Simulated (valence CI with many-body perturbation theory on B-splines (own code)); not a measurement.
The numbers below are computed, except where a source is named.
Kr13+: what the settings do

Method: valence CI with perturbative core correlation (CI+MBPT): five valence electrons over a frozen Dirac-Fock core [Ar], a basis of 6 s, 6 p, 5 d, 5 f, 1 g functions for each j, with the one-electron correlation potential Σ1 (screened to all orders), the two-electron term Σ2, the three-electron term Σ3, Breit, model QED; selected single and double excitations, second order for the rest, scaled by the run's own slope (own B-spline code, finite nucleus).

No measured levels were compared; by estimate terms of the open shell hold to 2 to 4 % of their energy, and close levels can change places. Among the levels kept, up to 350 cm⁻¹ of a level comes from second order outside the variational space, and about a tenth of that is noise between levels of different J, which matters for small intervals. Only levels of the ground parity were solved; by the run's estimate the other parity begins above the list, which can be wrong where configurations are misplaced.

The reference run has the lowest level 3d5 6S_5/2 and an ionisation energy of 445.525 eV. Its largest variational space holds 9985 state functions.

Names give the largest LS component (configuration and term), which can be under half, so a name can repeat, a term be missing and a line seem to break the LS rules; names also repeat where a configuration has a term twice.

Changed runs:
A. size limit of the variational space 10000 → 1500; second order for the rest on → off
B. selection threshold (hartree) 2e-08 → 1e-05; scale of Σ1 1 → 0.8
C. Breit term on → off; QED terms on → off
D. correlating orbitals by l 3 3 3 3 1 → 2 2 1 1 0; natural orbitals for correlation on → off (bad on purpose)

Excitation energies of the reference run in cm⁻¹, and shifts in cm⁻¹:

```csv
Level,Reference,A,B,C,D
3d5 4G_5/2,73454,+1486,-90,-380,+2585
3d5 4G_11/2,74820,-362,-136,+860,+2362
3d5 4G_7/2,74971,+1331,-127,+104,+2418
3d5 4G_9/2,75620,+328,-147,+517,+2354
3d5 4P_5/2,79190,+2528,-91,-453,+3617
3d5 4P_3/2,81407,+871,-94,-436,+3698
3d5 4P_1/2,84097,-2569,+26,-239,+3908
3d5 4D_7/2,90631,+1933,-149,+189,+3331
3d5 4D_1/2,94404,-2861,+22,+30,+3544
3d5 4D_5/2,95513,+2307,-144,+304,+3585
3d5 4D_3/2,96225,+642,-146,+249,+3536
3d5 2I_11/2,107563,-63,-176,+534,+3189
Ionisation energy (eV),445.525,-0.811,-0.436,-0.050,+0.055
```
